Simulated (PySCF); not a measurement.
Coordinates in bohr (charge 0 multiplicity 2):
```
Mo    0.0186    0.0367   -0.2326
O     3.1340    0.0888    0.3713
O    -1.3492    2.8495    0.3145
O    -1.7057   -2.9378    0.5881
H    -3.3139   -3.2111    1.3791
```

All numbers come from UPBE0 in PySCF with Mo def2-TZVP with ECP28, O def2-TZVP, H def2-TZVP; scalar-relativistic core potentials, no spin–orbit coupling; density-fitted integrals.

This geometry of MoO2(OH) is a stationary point at this level.

Question: What is the point group?

Answer: C1.

Question: Is it a minimum?

Answer: Yes: all harmonic wavenumbers are real.

Question: List the harmonic modes with their infrared intensities.

Answer: 
```
symmetry  ω (cm⁻¹)  IR (km/mol)
       a       138          8.7
       a       221          7.0
       a       315         48.5
       a       369         69.6
       a       571          148
       a       744         93.4
       a      1016          273
       a      1056         94.2
       a      3910          232
```

Question: What are the dipole moment and the gap between the highest occupied and lowest empty levels of either spin?

Answer: 3.40 D and 3.83 eV.

Only a few start shapes were tried, so a lower isomer may exist. Open d and f shells are described by one determinant, and the ground state may have another occupation or spin.
